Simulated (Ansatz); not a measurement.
Computed with Ansatz on PBE0-D4/def2-TZVP structures; ΔE is electronic, products minus reactants. CBS: MP2 limit from def2 TZ/QZ plus the TZ coupled-cluster correction, frozen cores. For Ge outer-core shells are correlated without core-valence functions, which leaves a few kJ/mol of doubt a bond. Scalar relativity is left out up to krypton. One conformer a species, not always the lowest.

Consider the redistribution: `[Cl][GeH2][GeH3]` + `N[SiH](S)Cl` → `[Cl][GeH]([Cl])[GeH3]` + `N[SiH2]S`.

`[Cl][GeH2][GeH3]`:

Cartesian coordinates in Å:
```
Cl -2.289 1.296 0.457
Ge -0.994 -0.442 0.439
Ge 1.141 0.279 -0.449
H -0.921 -0.934 1.893
H -1.701 -1.491 -0.434
H 0.937 0.819 -1.870
H 2.115 -0.909 -0.487
H 1.712 1.382 0.451
```

`N[SiH](S)Cl`:

Cartesian coordinates in Å:
```
N -1.077 -0.836 0.398
Si -0.031 0.295 -0.308
S 1.203 0.992 1.273
Cl 1.204 -0.415 -1.809
H -1.950 -1.075 -0.043
H -0.725 -1.581 0.977
H -0.861 1.330 -0.957
H 2.237 1.290 0.470
```

`[Cl][GeH]([Cl])[GeH3]`:

Cartesian coordinates in Å:
```
Cl 2.480 1.046 0.102
Ge 0.326 1.081 0.082
Cl -0.319 1.743 2.028
Ge -0.482 -1.176 -0.275
H -0.080 2.183 -0.907
H -2.016 -1.159 -0.241
H 0.015 -1.665 -1.641
H 0.076 -2.051 0.852
```

`N[SiH2]S`:

Z-matrix (Å, degrees):
```
Si
S 1 2.151
N 1 1.706 2 111.5
H 1 1.484 2 111.6 3 -117.8
H 1 1.485 2 105.8 3 122.4
H 2 1.343 1 94.3 3 -148.1
H 3 1.006 1 122.1 2 53.2
H 3 1.006 1 120.4 2 -98.6
```

| species | CCSD(T)/CBS(def2) energy (Eh) |
| --- | --- |
| `[Cl][GeH2][GeH3]` | -4615.04400 |
| `N[SiH](S)Cl` | -1203.86139 |
| `[Cl][GeH]([Cl])[GeH3]` | -5074.27121 |
| `N[SiH2]S` | -744.61970 |

Task: Work out ΔE.

Result: ΔE = (-5074.27121) + (-744.61970) − (-4615.04400) − (-1203.86139) = 0.01448 Eh = +38.0 kJ/mol.

Largest T1 diagnostic among the species: 0.011.

In def2-TZVPP, CCSD(T) changes the Hartree–Fock value by +4.9 kJ/mol (the triples alone add +0.1 kJ/mol) and MP2 by +6.5 kJ/mol. From BLYP to BHLYP (50 % exact exchange), in def2-TZVPP and without D4, ΔE moves by +3.9 kJ/mol. Leaving LDA and LC-ωPBE aside and taking each functional with its dispersion term where it has one, the values, not all of them listed here, spread over 8.1 kJ/mol, from BLYP-D4 to B97M-V. LDA lies +7.5 kJ/mol from PBE without D4.
